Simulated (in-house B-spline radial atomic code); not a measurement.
Configurations of the oxygen ion O⁵⁺, with energies counted from [He] 2s1. Computed with a radial B-spline atomic code at the basis-set limit: Dirac-Hartree-Fock, average of configuration, Fermi nucleus of rms radius 2.6991 fm. Energies include first-order Breit, QED and recoil terms.

```json
{"configuration": "[He] 3d1", "E - E(ref) (eV)": "83.527", "highest orbital": "3d5/2", "its <r> (bohr)": "1.748"}
{"configuration": "[He] 4s1", "E - E(ref) (eV)": "105.6", "highest orbital": "4s1/2", "its <r> (bohr)": "3.784"}
{"configuration": "[He] 4p1", "E - E(ref) (eV)": "106.93", "highest orbital": "4p3/2", "its <r> (bohr)": "3.777"}
{"configuration": "[He] 5s1", "E - E(ref) (eV)": "117.49", "highest orbital": "5s1/2", "its <r> (bohr)": "5.979"}
{"configuration": "[He] 5p1", "E - E(ref) (eV)": "118.16", "highest orbital": "5p3/2", "its <r> (bohr)": "6.012"}
{"configuration": "[He] 6p1", "E - E(ref) (eV)": "124.24", "highest orbital": "6p3/2", "its <r> (bohr)": "8.748"}
{"configuration": "[He] 6d1", "E - E(ref) (eV)": "124.37", "highest orbital": "6d5/2", "its <r> (bohr)": "8.495"}
{"configuration": "[He] 6f1", "E - E(ref) (eV)": "124.37", "highest orbital": "6f7/2", "its <r> (bohr)": "7.999"}
{"configuration": "[He] 6g1", "E - E(ref) (eV)": "124.37", "highest orbital": "6g9/2", "its <r> (bohr)": "7.333"}
```

Task: Order these further configurations by energy, lowest first.
A. [He] 3p1
B. [He] 3s1
C. [He] 4f1
D. [He] 6s1
E. [He] 2p1

Result: E (12.089 eV), B (79.252 eV), A (82.523 eV), C (107.37 eV), D (123.86 eV).

Task: How far above the reference does [He] 5d1 lie?

Result: 118.38 eV; its least bound orbital is 5d5/2 with <r> = 5.746 bohr.

Task: How far above the reference does [He] 5g1 lie?

Result: 118.39 eV; its least bound orbital is 5g9/2 with <r> = 4.583 bohr.

Task: How far above the reference does [He] 4d1 lie?

Result: 107.35 eV; its least bound orbital is 4d5/2 with <r> = 3.497 bohr.
